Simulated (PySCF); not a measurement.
SMILES C[SiH2][Si](F)(F)F (CH5F3Si2), B3LYP/def2-SVP optimised geometry.

```
11

Si    -0.58    -0.78     0.00
F      1.03    -0.78     0.00
F     -1.03     0.78     0.00
F     -1.04    -1.39    -1.42
Si    -1.44    -1.92     1.84
C     -0.82    -1.13     3.44
H     -2.93    -1.87     1.75
H     -1.01    -3.35     1.73
H     -1.22    -1.66     4.31
H     -1.13    -0.08     3.50
H      0.28    -1.17     3.49
```

Density from B3LYP/def2-TZVP in PySCF 2.14.0 at that geometry.

Minimum of the electron density along straight lines between bonded atoms, close to the bond critical point (lines longer than 1.1 times the sum of covalent radii, or with two minima, are not listed):

```json
[
 {"bond": "Si1–F2", "length / Å": "1.615", "ρ at the minimum / e bohr⁻³": "0.135", "∇²ρ there / e bohr⁻⁵": "0.91", "position (fraction from the first atom)": "0.42"},
 {"bond": "Si1–F3", "length / Å": "1.616", "ρ at the minimum / e bohr⁻³": "0.135", "∇²ρ there / e bohr⁻⁵": "0.91", "position (fraction from the first atom)": "0.42"},
 {"bond": "Si1–F4", "length / Å": "1.613", "ρ at the minimum / e bohr⁻³": "0.136", "∇²ρ there / e bohr⁻⁵": "0.90", "position (fraction from the first atom)": "0.42"},
 {"bond": "Si1–Si5", "length / Å": "2.336", "ρ at the minimum / e bohr⁻³": "(withheld)", "∇²ρ there / e bohr⁻⁵": "-0.12", "position (fraction from the first atom)": "0.64"},
 {"bond": "Si5–C6", "length / Å": "1.887", "ρ at the minimum / e bohr⁻³": "0.120", "∇²ρ there / e bohr⁻⁵": "0.15", "position (fraction from the first atom)": "0.39"},
 {"bond": "Si5–H7", "length / Å": "1.492", "ρ at the minimum / e bohr⁻³": "0.120", "∇²ρ there / e bohr⁻⁵": "0.15", "position (fraction from the first atom)": "0.49"},
 {"bond": "Si5–H8", "length / Å": "1.492", "ρ at the minimum / e bohr⁻³": "0.120", "∇²ρ there / e bohr⁻⁵": "0.15", "position (fraction from the first atom)": "0.49"},
 {"bond": "C6–H9", "length / Å": "1.101", "ρ at the minimum / e bohr⁻³": "0.268", "∇²ρ there / e bohr⁻⁵": "-0.88", "position (fraction from the first atom)": "0.64"},
 {"bond": "C6–H10", "length / Å": "1.101", "ρ at the minimum / e bohr⁻³": "0.269", "∇²ρ there / e bohr⁻⁵": "-0.89", "position (fraction from the first atom)": "0.64"},
 {"bond": "C6–H11", "length / Å": "1.101", "ρ at the minimum / e bohr⁻³": "0.269", "∇²ρ there / e bohr⁻⁵": "-0.89", "position (fraction from the first atom)": "0.64"}
]
```

Task: Fill in the missing entries.

Result: 
- Si1–Si5, ρ at the minimum / e bohr⁻³: 0.097
